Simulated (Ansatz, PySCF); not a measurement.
CH₈FNOSi₂, SMILES C[SiH2]O[Si@@H](N)F. Atoms are numbered in the order given.

```xyz
14

C     -2.1720     0.5409    -0.5106
Si    -1.4970    -0.9373     0.4072
O      0.1004    -0.6725     0.8431
Si     1.3438     0.1584     0.1716
N      1.3954    -0.1763    -1.5073
F      1.0910     1.7578     0.2676
H     -2.0735     1.4524     0.0986
H     -3.2346     0.4022    -0.7644
H     -1.6043     0.6913    -1.4417
H     -1.5588    -2.1622    -0.4492
H     -2.2546    -1.1966     1.6652
H      2.5491    -0.1212     0.9837
H      1.8664     0.4554    -2.1448
H      1.4190    -1.1318    -1.8445
```
Charge 0, spin multiplicity 1.

Coordinates come from a PBE0-D3(BJ)/def2-SVP optimisation. The structure was generated by enumeration; whether it is a known compound was not checked. One conformer was computed; it need not be the lowest.

Two levels are set side by side: PBE-D3(BJ)/def2-SVP (Ansatz, a program for electronic structure) and PBE0-D3(BJ)/def2-SVP (Ansatz). Each level has its own optimised geometry; the coordinates shown are those of the second. Frequencies come from the Hessian of PySCF at each geometry. Differences are taken from unrounded values.

```csv
quantity,PBE0-D3(BJ)
mean bond length (Å),1.409
bond C1–Si2 (Å),1.866
bond Si2–O3 (Å),1.677
bond O3–Si4 (Å),1.639
bond Si4–N5 (Å),1.713
bond Si4–F6 (Å),1.622
bond C1–H7 (Å),1.101
bond C1–H8 (Å),1.101
bond C1–H9 (Å),1.101
bond Si2–H10 (Å),1.496
bond Si2–H11 (Å),1.491
bond Si4–H12 (Å),1.480
bond N5–H13 (Å),1.014
bond N5–H14 (Å),1.013
highest harmonic wavenumber (cm⁻¹),3720
mean harmonic wavenumber (cm⁻¹),1191
zero-point energy (kcal/mol),61.27
```

Task: What does PBE-D3(BJ) give, and how far is it from PBE0-D3(BJ)? (An estimate is asked for; the answer gives what the named calculation found.)

Result: 
| quantity | PBE-D3(BJ) | PBE-D3(BJ) minus PBE0-D3(BJ) |
|---|---|---|
| mean bond length (Å) | 1.421 | 0.012 |
| bond C1–Si2 (Å) | 1.878 | 0.011 |
| bond Si2–O3 (Å) | 1.695 | 0.018 |
| bond O3–Si4 (Å) | 1.656 | 0.017 |
| bond Si4–N5 (Å) | 1.728 | 0.016 |
| bond Si4–F6 (Å) | 1.637 | 0.015 |
| bond C1–H7 (Å) | 1.109 | 0.008 |
| bond C1–H8 (Å) | 1.109 | 0.008 |
| bond C1–H9 (Å) | 1.109 | 0.008 |
| bond Si2–H10 (Å) | 1.507 | 0.011 |
| bond Si2–H11 (Å) | 1.502 | 0.011 |
| bond Si4–H12 (Å) | 1.492 | 0.012 |
| bond N5–H13 (Å) | 1.023 | 0.009 |
| bond N5–H14 (Å) | 1.023 | 0.009 |
| highest harmonic wavenumber (cm⁻¹) | 3591 | -129 |
| mean harmonic wavenumber (cm⁻¹) | 1153 | -38 |
| zero-point energy (kcal/mol) | 59.34 | -1.93 |

GGA bonds tend to be longer and softer than those of functionals with exact exchange. Differences between two approximate levels are no errors against the true value.
